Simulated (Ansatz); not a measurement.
H8Si3, charge +1, doublet, geometry from GFN2-xTB (a state made from the parent by changing its charge; the spin is typed, not shown lowest); HF/STO-3G (Ansatz, a first-principles code).

The Ansatz input:
Ansatz 0.2 input:
```yaml
crystal:
  periodic: [false, false, false]
  atoms:
    - {symbol: Si, position_ang: [1.73006259, 0.88617971, -0.01821925]}
    - {symbol: Si, position_ang: [0.21430832, -1.03910606, -0.11847187]}
    - {symbol: Si, position_ang: [-1.93611862, 0.11291389, 0.13212917]}
    - {symbol: H, position_ang: [3.05494759, 0.29289400, -0.13804698]}
    - {symbol: H, position_ang: [1.35438441, 1.72882927, -1.14918317]}
    - {symbol: H, position_ang: [1.47531091, 1.50967649, 1.27664176]}
    - {symbol: H, position_ang: [0.46584425, -2.03082472, 0.92986925]}
    - {symbol: H, position_ang: [0.32388443, -1.79829328, -1.36643948]}
    - {symbol: H, position_ang: [-2.00324331, 1.05008294, -0.98479523]}
    - {symbol: H, position_ang: [-1.86962290, 0.76938187, 1.43401237]}
    - {symbol: H, position_ang: [-2.91703742, -0.96157215, 0.06180881]}
basis:
  gaussian:
    orbitals: STO-3G
    point_charges:
      - {charge: 1.0, position_ang: [-2.7957, -2.6998, 4.6565]}
hamiltonian:
  xc: hf
total_charge: 1
magnetization: {spin_polarized: true, initial_magnetization: 1}
```

What the program printed (banner, timings and long lists left out):

```
Functional definition: HF
389 factors; integrals over basis functions are off by at most 3.5e-5 eV
mean field evaluation 1: about -23432.3003 eV, gradient 8.3e0 eV
mean field evaluation 2: about -23432.3236 eV, gradient 8.2e0 eV
mean field evaluation 4: about -23433.0464 eV, gradient 6.2e-1 eV
mean field evaluation 8: about -23433.0557 eV, gradient 1.0e-5 eV
mean field -23433.05568206 eV, -861.1489128202 hartree, gradient 1.2e-5 eV, S^2 0.764975; 0 other end points of the search recorded, 0 dependent functions left out
reference -23433.05568206 eV, -861.1489128202 hartree; 25, 24 occupied and 10, 11 virtual orbitals, 389 factors
Total energy: -23433.05568206 eV, -861.1489128202 hartree
```
